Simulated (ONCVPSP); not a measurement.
**Cutoff test, zirconium, ONCV**

| Quantity | Value |
| --- | --- |
| Element | zirconium |
| Generator | ONCVPSP 4.0.1 |
| Type | optimised norm-conserving Vanderbilt (ONCV) |
| Functional | LDA (Perdew-Wang 92) |
| Relativity | scalar-relativistic |
| Frozen core | [Ar] 3d10 |
| Valence charge | 12 |
| Reference configuration | 4s2 4p6 4d2 5s1.5 5p0.5 |
| Partial waves | 4s+5s: rc 2.35 bohr, ncon 3, nbas 6, qcut 5 1/bohr, 2 projectors; 4p+5p: rc 2.55 bohr, ncon 4, nbas 8, qcut 4.7 1/bohr, 3 projectors, debl 1.4 Ha; 4d: rc 3.10 bohr, ncon 3, nbas 7, qcut 5.6 1/bohr, 1 projector |
| Local potential | polynomial inside 1.70 bohr (lpopt 5, dvloc0 0 Ha) |
| Core correction | Teter function, fcfact 3.25, rcfact 1.3 |

Q: For each optimised wave give the share of its norm inside rc, the residual kinetic energy above qcut (Ha) and the cutoffs (Ha) for errors of 10, 1, 0.1 and 0.01 mHa per electron.

A:

```csv
wave,norm inside rc,residual KE,10 mHa,1 mHa,0.1 mHa,0.01 mHa
4s,0.986,9.1e-07,3.7,4.9,6.0,9.8
5s,0.135,3.2e-06,3.0,4.3,9.0,11.4
4p,0.974,2.4e-05,6.9,8.6,10.3,15.7
5p,0.060,5.8e-06,4.9,7.3,9.1,11.1
p projector 3,0.285,1.7e-04,7.6,9.8,11.8,17.0
4d,0.814,1.7e-08,7.4,9.5,11.2,12.7
```

The occupied waves need 9.5 Ha and 11 Ha for 1 and 0.1 mHa. Note: ghosts flagged at negative energy: p at -451.5 eV; no localised positive-energy state flagged. A true bound ghost makes a file unfit for plane-wave use.
